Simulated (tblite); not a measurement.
C3H7Cl3Si.
Z-matrix (Å and degrees, GFN2-xTB geometry), rows numbered from 1:
```
Cl
C   1  1.7823
C   2  1.5149  1  109.79
Si  3  1.9103  2  112.51  1   -48.58
C   4  1.9256  3  108.28  2    92.96
Cl  5  1.7743  4  108.76  3   177.50
Cl  5  1.7774  4  108.75  3    58.32
H   2  1.0902  1  106.88  3   122.29
H   2  1.0894  1  106.34  3  -120.62
H   3  1.0905  2  109.39  1    73.48
H   3  1.0894  2  107.97  1  -170.47
H   4  1.4619  3  109.67  2  -151.77
H   4  1.4613  3  112.83  2   -26.02
H   5  1.0878  4  116.28  3   -62.05
```

Computed values, GFN2-xTB/tblite, gas phase, harmonic and unscaled. The method is semi-empirical: single wavenumbers can be off by several per cent or more. Modes of hydrogen on silicon can be 10 to 20 % off. One conformer, not necessarily the lowest.

Harmonic wavenumbers (cm⁻¹): 27.9, 59.4, 73.3, 107.1, 167.8, 181.5, 217.4, 277.4, 363.6, 492.2, 555.5, 619.9, 652.3, 671.8, 695.6, 713.0, 761.6, 779.9, 808.8, 928.7, 1056.8, 1103.7, 1119.7, 1159.3, 1164.8, 1260.9, 1282.2, 1446.2, 1462.9, 2291.4, 2301.9, 2969.1, 2977.2, 2985.7, 2996.3, 3004.4.

A = 1737, B = 666.5, C = 622.7 MHz; mass 175.938 u (most abundant isotopes); point group C1, symmetry number 1.

**Question.** Zero-point energy?

**Answer.** Half the sum of the wavenumbers: 19869 cm⁻¹ = 56.81 kcal/mol.

**Question.** Give the ideal-gas entropy at 298.15 K and 1 bar in the rigid-rotor, harmonic-oscillator model (classical rotation).

**Answer.** Translation 41.43, rotation 30.48, vibration 31.35: S = 103.3 cal/(mol K).

**Question.** And Cp and H(298.15 K) − H(0)?

**Answer.** Cp = 35.81 cal/(mol K), of which vibrations give 27.86 (their classical limit is 36 R = 71.5); H(298.15 K) − H(0) = 6.91 kcal/mol without the zero-point energy, 4.54 from vibrations.

**Question.** Which modes carry the vibrational entropy at 298.15 K?

**Answer.** 27.9 cm⁻¹: 5.97; 59.4 cm⁻¹: 4.48; 73.3 cm⁻¹: 4.06; 107.1 cm⁻¹: 3.32; 167.8 cm⁻¹: 2.46; 181.5 cm⁻¹: 2.31 cal/(mol K); the other 30 give 8.75 together.

**Question.** What must be added to the electronic energy to get the Gibbs energy at 298.15 K and 1 bar?

**Answer.** ZPE + [H(298.15 K) − H(0)] − T·S = 56.81 + 6.91 − 30.79 = 32.93 kcal/mol.

Hindered rotation and anharmonicity are outside this model. Other conformers, if any are populated, would add a mixing term that is left out. The structure is chiral; the term R ln 2 for an equal mix with its mirror image is left out.
